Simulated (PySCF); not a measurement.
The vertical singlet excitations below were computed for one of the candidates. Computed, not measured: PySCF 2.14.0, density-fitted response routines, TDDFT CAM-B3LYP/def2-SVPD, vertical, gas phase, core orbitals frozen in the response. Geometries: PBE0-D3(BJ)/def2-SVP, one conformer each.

```csv
state,E (eV),λ (nm),f
S1,7.58,163.6,0.0010
S2,7.83,158.4,0.0001
S3,7.88,157.4,0.0013
S4,8.12,152.7,0.0001
S5,8.17,151.7,0.011
S6,8.44,146.9,0.050
S7,8.56,144.9,0.021
S8,8.68,142.8,0.061
S9,8.74,141.9,0.039
S10,8.84,140.2,0.074
```

Triplets computed (Tamm–Dancoff): 7.32, 7.46, 7.46, 7.80 eV.

Question: Which structure fits? All have the formula C2H8O3Si2.
A. `COC(=O)[SiH2]O[SiH3]`
B. `CC(=O)O[SiH2]O[SiH3]`
C. `O=C(CO[SiH3])O[SiH3]`
D. `[SiH3]O[SiH]1OCCO1`

Answer: D. Its S1, at 7.58 eV, is the highest among the candidates; the nearest of the others has S1 at 5.91 eV. S1 is HOMO→LUMO (68%), HOMO→LUMO+1 (10%). Löwdin shares by element: HOMO oxygen 56% or more, carbon 21% (atoms not listed hold the other 23%); LUMO silicon 43%, oxygen 9% or more, hydrogen 8% or more (atoms not listed hold the other 40%). At the same level the other candidates give, for their lowest levels:
- `COC(=O)[SiH2]O[SiH3]`: 5.18 eV (f 0.004); 7.06 eV (f 0.022); 7.39 eV (f 0.002); 7.52 eV (f 0.015); 7.53 eV (f 0.043); T1 4.50 eV; HOMO -9.34, LUMO 0.41 eV
- `CC(=O)O[SiH2]O[SiH3]`: 5.87 eV (f 0.001); 7.53 eV (f 0.004); 7.72 eV (f 0.001); 7.82 eV (f 0.039); 8.15 eV (f 0.046); T1 5.37 eV; HOMO -9.75, LUMO 0.77 eV
- `O=C(CO[SiH3])O[SiH3]`: 5.91 eV (f 0.000); 7.19 eV (f 0.002); 7.57 eV (f 0.018); 7.74 eV (f 0.013); 8.01 eV (f 0.020); T1 5.43 eV; HOMO -9.81, LUMO 0.68 eV
